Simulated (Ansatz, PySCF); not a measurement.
C5H5F. Atoms are numbered in the order given.

```xyz
11

F      0.0013    -2.0646     0.0000
C      0.0442    -0.7408     0.0000
C      1.1472     0.0316     0.0000
C      0.6859     1.4534     0.0000
C     -0.8093     1.3595     0.0000
C     -1.1745     0.0617     0.0000
H      2.1820    -0.3059     0.0000
H      1.0521     2.0123    -0.8815
H      1.0521     2.0123     0.8815
H     -1.4752     2.2229     0.0000
H     -2.1833    -0.3523     0.0000
```
Charge 0, spin multiplicity 1.

Coordinates come from a PBE0-D3(BJ)/def2-SVP optimisation. One conformer was computed; it need not be the lowest.

Vertical ionisation energy (IE) and electron affinity (EA) in eV. Rows of orbital energies are one-electron estimates. Where ΔSCF, EOM or ADC give a negative EA the extra electron is unbound and the value depends on the basis.

```tsv
level	IE	EA
−ε(HOMO), −ε(LUMO), CAM-B3LYP/def2-TZVP (PySCF)	7.77	-0.46
−ε(HOMO), −ε(LUMO), PBE/def2-TZVP (PySCF)	5.40	1.59
ΔSCF, CAM-B3LYP/def2-SVPD (Ansatz), final states of multiplicity 2 and 2	8.71	-1.20
ΔSCF, PBE/def2-SVPD (Ansatz), final states of multiplicity 2 and 2	8.60	-1.21
```

**Question.** What vertical singlet–triplet gap does ΔSCF give with CAM-B3LYP/def2-SVPD (Ansatz, a first-principles code) and with PBE/def2-SVPD (Ansatz)? (The exact figures need the calculation; the answer reports its results.)

**Answer.** 3.26 and 3.21 eV (triplet above singlet where positive).
